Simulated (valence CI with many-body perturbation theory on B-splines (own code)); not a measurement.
**Se XXIX: what the settings do**

Calculated by configuration interaction combined with many-body perturbation theory (CI+MBPT): four valence electrons over a frozen Dirac-Fock core [He], a basis of 6 s, 6 p, 5 d, 3 f, 1 g functions for each j, with the one-electron correlation potential Σ1 (screened to all orders), the two-electron term Σ2, the three-electron term Σ3, Breit, model QED; selected single and double excitations, second order for the rest, scaled by the run's own slope (own B-spline code, finite nucleus).

The last digits are not significant, and no measured levels were compared; by estimate large intervals hold to a few tenths of a per cent, small ones and those within an open d or f shell to about a per cent.

The reference run has the lowest level (2s^2 2p1/2^2) J=0 and an ionisation energy of 3150.85 eV. Its largest variational space holds 11506 state functions.

Levels are named by their leading jj configuration (3d3/2^4 stands for four electrons in 3d with j = 3/2), which in mixed levels can hold well under half, so a name can repeat and another be missing. Letters in brackets count levels of one name in rising energy.

Changed runs:
A. highest l with Σ1, explicit Σ2 and valence Breit (higher l get mean screening factors) 3 → 2
B. size limit of the variational space 10000 → 1500; second order for the rest on → off; selection threshold (hartree) 2e-08 → 1e-06
C. screening of Σ1 on → off
D. logarithmic knot step 0.27 → 0.8 (bad on purpose)

Excitation energies of the reference run in cm⁻¹, and shifts in cm⁻¹:

```csv
Level,Reference,A,B,C,D
(2s^2 2p1/2 2p3/2) J=1,298574,-15,+3114,-0.2,-5.6
(2s^2 2p1/2 2p3/2) J=2,373910,-5.2,+3124,-0.2,-4.9
(2s^2 2p3/2^2) J=2,729298,-2.0,+3087,-0.3,-9.4
(2s^2 2p3/2^2) J=0,908676,+18,+8.4,-0.4,-5.7
(2s 2p1/2^2 2p3/2) J=2,996754,-43,+1498,+1.3,-36
(2s 2p1/2^2 2p3/2) J=1,1342870,+12,+2076,+1.2,-29
(2s 2p1/2 2p3/2^2) J=2 [a],1413520,-0.2,+2386,+1.1,-34
(2s 2p1/2 2p3/2^2) J=3,1519850,+5.7,+2026,+1.1,-35
(2s 2p1/2 2p3/2^2) J=0,1677980,+23,+192,+1.0,-31
(2s 2p1/2 2p3/2^2) J=1 [a],1714520,+12,+2006,+1.0,-32
(2s 2p1/2 2p3/2^2) J=2 [b],1771020,+18,+2992,+1.0,-33
(2s 2p1/2 2p3/2^2) J=1 [b],1873690,+27,+2465,+1.0,-27
Ionisation energy (eV),3150.85,-0.0056,-0.022,-0.0018,-0.0033
```
